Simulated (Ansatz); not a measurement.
Consider the formal exchange of groups at the Al–N bond: `C[N](C)[AlH][NH2]` + `CC([SiH3])CO` → `C[CH]([SiH3])[AlH][NH2]` + `CN(C)CO`.

Computed with Ansatz on PBE0-D4/def2-TZVP structures; ΔE is electronic, products minus reactants. CBS: MP2 limit from def2 TZ/QZ plus the TZ coupled-cluster correction, frozen cores. Functionals use def2-TZVPP. B3LYP here is the variant with VWN-RPA as its local correlation; programs differ in this. One conformer a species, not always the lowest.

`C[N](C)[AlH][NH2]`:

Cartesian coordinates in Å:
```
C 0.214 0.073 1.476
N -0.397 -0.160 0.193
C -1.728 -0.701 0.309
Al 0.371 0.167 -1.373
N 2.013 0.823 -1.448
H 1.220 0.486 1.364
H 0.302 -0.855 2.061
H -0.368 0.783 2.082
H -2.167 -0.864 -0.678
H -2.396 -0.025 0.863
H -1.733 -1.665 0.839
H -0.427 -0.135 -2.703
H 2.613 1.049 -0.671
H 2.484 1.025 -2.315
```

`CC([SiH3])CO`:

Z-matrix (Å, degrees):
```
C
C 1 1.527
H 1 1.091 2 110.6
H 1 1.092 2 111.6 3 -120.4
H 1 1.095 2 111.0 3 119.5
Si 2 1.884 1 111.1 3 179.1
C 2 1.515 1 112.0 3 -56.1
H 2 1.098 1 109.0 3 62.4
H 6 1.489 2 111.2 1 -177.4
H 6 1.487 2 109.7 1 -57.0
H 6 1.490 2 110.3 1 62.4
O 7 1.416 2 108.7 1 61.7
H 7 1.099 2 110.1 1 -177.3
H 7 1.101 2 109.5 1 -59.1
H 12 0.960 7 108.6 2 -176.0
```

`C[CH]([SiH3])[AlH][NH2]`:

```xyz
15

C     0.866   -0.998    0.862
C     0.306   -0.497   -0.478
Si   -1.337   -1.293   -0.872
Al    0.178    1.455   -0.592
N     0.468    2.399    0.875
H     0.201   -0.741    1.692
H     0.986   -2.086    0.879
H     1.844   -0.563    1.090
H     0.970   -0.793   -1.304
H    -2.360   -0.894    0.138
H    -1.830   -0.868   -2.212
H    -1.252   -2.782   -0.854
H    -0.160    2.240   -1.927
H     0.423    3.404    0.925
H     0.696    2.017    1.778
```

`CN(C)CO`:

Cartesian coordinates in Å:
```
C 1.066 -0.118 -0.910
N 0.228 -0.097 0.269
C -0.377 -1.382 0.521
C -0.742 0.966 0.228
O -0.133 2.222 0.332
H 1.892 -0.818 -0.766
H 0.510 -0.423 -1.815
H 1.479 0.876 -1.082
H 0.403 -2.137 0.640
H -0.959 -1.348 1.445
H -1.043 -1.716 -0.294
H -1.456 0.792 1.044
H -1.305 0.994 -0.720
H 0.436 2.188 1.108
```

```tsv
level	ΔE (kJ/mol)	difference from CCSD(T)/CBS
PBE-D4	65.4	-9.4
r2SCAN-D4	70.6	-4.2
PBE0-D4	67.4	-7.4
B3LYP-D4	74.9	0.1
ωB97X-V	71.6	-3.2
ωB97M-V	71.2	-3.6
B2PLYP	76.0	1.2
PBE	66.0	-8.8
r2SCAN	70.8	-4.0
PBE0	67.9	-6.9
B3LYP	75.7	0.9
HF/def2-TZVPP	79.5	4.7
MP2/def2-TZVPP	75.1	0.3
SCS-MP2/def2-TZVPP	77.1	2.3
CCSD/def2-TZVPP	75.1	0.3
CCSD(T)/def2-TZVPP	72.9	-1.9
HF/def2-QZVPP	80.5	5.7
MP2/def2-QZVPP	76.5	1.7
SCS-MP2/def2-QZVPP	78.5	3.7
HF/CBS(def2)	80.6	5.8
MP2/CBS(def2)	76.9	2.1
CCSD/CBS(def2)	76.9	2.1
CCSD(T)/CBS	74.8	0
```

Largest T1 diagnostic among the species: 0.011.

In def2-TZVPP, CCSD(T) changes the Hartree–Fock value by −6.6 kJ/mol (the triples alone add −2.1 kJ/mol) and MP2 by −4.4 kJ/mol.
